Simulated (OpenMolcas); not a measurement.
# Ni7+: effect of the active space

* Program: OpenMolcas 26.06
* Method: MS-CASPT2 or its RAS form, IPEA 0.25 Eh, imaginary shift 0.1 Eh
* Basis: ANO-R2
* Scalar Hamiltonian: X2C, finite nucleus
* Spin-orbit coupling: state interaction with AMFI integrals over the reference wave functions, term energies averaged over their components

A. 3 electrons in 5 orbitals (3d); 2S+1 = 4 even, 10 roots; 2S+1 = 2 even, 40 roots; closed shells correlated: 3s 3p; CASPT2 step roughly 9 core-seconds
B. 9 electrons in 8 orbitals (RAS1 3p, at most 2 holes; RAS2 3d); 2S+1 = 4 even, 10 roots; 2S+1 = 2 even, 40 roots; closed shells correlated: 3s; CASPT2 step roughly 40 core-seconds
C. 3 electrons in 10 orbitals (3d 4d); 2S+1 = 4 even, 10 roots; 2S+1 = 2 even, 40 roots; closed shells correlated: 3s 3p; CASPT2 step roughly 6 core-minutes

Energies in cm-1 above 3d3 4F 3/2, the measured ground level; measured values from Corliss and Sugar, J. Phys. Chem. Ref. Data 10, 197 (1981).

```json
{"Level": "3d3 4F 3/2", "A": "0.0", "B": "0.0", "C": "0.0", "Measured": "0.0"}
{"Level": "3d3 4F 5/2", "A": "961", "B": "976", "C": "966", "Measured": "1012"}
{"Level": "3d3 4F 7/2", "A": "2230", "B": "2260", "C": "2240", "Measured": "2184"}
{"Level": "3d3 4F 9/2", "A": "3750", "B": "3800", "C": "3770", "Measured": "3721"}
{"Level": "3d3 4P 1/2", "A": "24110", "B": "24290", "C": "24030", "Measured": "23261"}
{"Level": "3d3 4P 3/2", "A": "24350", "B": "24540", "C": "24290", "Measured": "23710"}
{"Level": "3d3 4P 5/2", "A": "25620", "B": "25840", "C": "25590", "Measured": "24669"}
{"Level": "3d3 2G 7/2", "A": "26530", "B": "26900", "C": "26520", "Measured": ""}
{"Level": "3d3 2G 9/2", "A": "27740", "B": "28120", "C": "27760", "Measured": ""}
{"Level": "3d3 2P 3/2 [51 %]", "A": "33590", "B": "33860", "C": "33500", "Measured": ""}
{"Level": "3d3 2P 1/2", "A": "34180", "B": "34320", "C": "34000", "Measured": ""}
{"Level": "3d3 2H 9/2", "A": "37040", "B": "37080", "C": "37000", "Measured": ""}
{"Level": "3d3 2D 5/2(1)", "A": "37350", "B": "37870", "C": "37410", "Measured": ""}
{"Level": "3d3 2D 3/2(1) [54 %]", "A": "37730", "B": "38090", "C": "37690", "Measured": ""}
{"Level": "3d3 2H 11/2", "A": "37870", "B": "37910", "C": "37860", "Measured": ""}
{"Level": "3d3 2F 7/2", "A": "59170", "B": "59390", "C": "59210", "Measured": ""}
{"Level": "3d3 2F 5/2", "A": "59680", "B": "59910", "C": "59720", "Measured": ""}
{"Level": "3d3 2D 5/2(2)", "A": "92610", "B": "92000", "C": "92690", "Measured": ""}
{"Level": "3d3 2D 3/2(2)", "A": "93210", "B": "92610", "C": "93230", "Measured": ""}
```

Deviations, from unrounded energies. A percentage is the sum of absolute deviations over the sum of measured energies, with the sign that they share, or ± where signs differ.

```
                        Against measurement  Levels     A     B     C
             mean absolute deviation (cm-1)       6   430   540   400
      fine structure of the ground term (%)       3  ±1.8  ±2.9  ±2.2
other terms of the ground configuration (%)       3  +3.4  +4.2  +3.2
```

A, C lie about equally close to measurement and B furthest from it. The largest miss of C in the table is 3d3 4P 5/2, by +920 cm-1. The ranking rests on the paired levels alone, and a cruder setting can come out closer through cancelling errors.

The two smallest mean deviations differ by little beside CASPT2's spread within terms, so their order carries little weight.

Among A to C the level of the table that moves most is 3d3 2D 5/2(2), by 690 cm-1 (lowest in B, highest in C). Moves below CASPT2's spread within the term are not significant.

Term energies are means over components that CASPT2 splits; among the terms shown or strongly mixed into the levels shown the widest spread is 1200 cm-1 (3d3 4F, B). Active for correlation alone: 3p; no level in the range computed is led by a configuration that opens it, so any true level of that kind is missing (holds for B). The CASPT2 spread within a term exceeds the gap to the next term for 3d3 2D(1) and 3d3 2H, so the order of their levels is uncertain (holds for B). Active for correlation alone: 4d; no level in the range computed is led by a configuration that fills it, so any true level of that kind is missing (holds for C). Computed and measured levels are paired by configuration, term and J; levels that our copy of the source lacks, or whose pairing is in doubt (as where it misses far off the trend of its configuration), stay unpaired and out of the deviations. Levels of configurations outside the active space are missing.

A share in square brackets marks a mixed level and gives the weight of the term that names it, the lowest over the columns. A number in round brackets counts repeated terms of one configuration in the order of the reference energies.
